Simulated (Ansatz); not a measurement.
`B/C(C)=C/F` + `O[SiH](O)[SiH3]` → `BO[SiH](O)[SiH3]` + `C/C=C\F`  (ligand exchange at a B–C bond)

Calculated with Ansatz (gas phase, PBE0-D4/def2-TZVP geometries, no zero-point term in ΔE). CCSD(T)/CBS is the MP2 limit (def2-TZVPP, def2-QZVPP) plus CCSD(T) − MP2 in def2-TZVPP, frozen cores. This one scheme is used for every species. Double bonds are as drawn, so ΔE can hold a change between cis and trans. Functionals use def2-TZVPP. B3LYP here is the variant with VWN-RPA as its local correlation; programs differ in this. One conformer a species, not always the lowest.

```json
{"level": "r2SCAN-D4", "ΔE (kJ/mol)": "-92.7", "difference from CCSD(T)/CBS": "6.0"}
{"level": "ωB97X-V", "ΔE (kJ/mol)": "-98.9", "difference from CCSD(T)/CBS": "-0.2"}
{"level": "B2PLYP", "ΔE (kJ/mol)": "-98.8", "difference from CCSD(T)/CBS": "-0.1"}
{"level": "r2SCAN", "ΔE (kJ/mol)": "-92.5", "difference from CCSD(T)/CBS": "6.2"}
{"level": "PBE0", "ΔE (kJ/mol)": "-91.5", "difference from CCSD(T)/CBS": "7.2"}
{"level": "B3LYP", "ΔE (kJ/mol)": "-99.1", "difference from CCSD(T)/CBS": "-0.4"}
{"level": "HF/def2-TZVPP", "ΔE (kJ/mol)": "-110.0", "difference from CCSD(T)/CBS": "-11.3"}
{"level": "SCS-MP2/def2-TZVPP", "ΔE (kJ/mol)": "-99.7", "difference from CCSD(T)/CBS": "-1.0"}
{"level": "MP2/def2-QZVPP", "ΔE (kJ/mol)": "-95.3", "difference from CCSD(T)/CBS": "3.4"}
{"level": "SCS-MP2/def2-QZVPP", "ΔE (kJ/mol)": "-99.6", "difference from CCSD(T)/CBS": "-0.9"}
{"level": "CCSD(T)/CBS", "ΔE (kJ/mol)": "-98.7", "difference from CCSD(T)/CBS": "0"}
```

Largest T1 diagnostic among the species: 0.014.

In def2-TZVPP, CCSD(T) changes the Hartree–Fock value by +10.7 kJ/mol (the triples alone add +2.5 kJ/mol) and MP2 by +14.7 kJ/mol. From PBE to PBE0 (25 % exact exchange), in def2-TZVPP and without D4, ΔE moves by −4.1 kJ/mol.
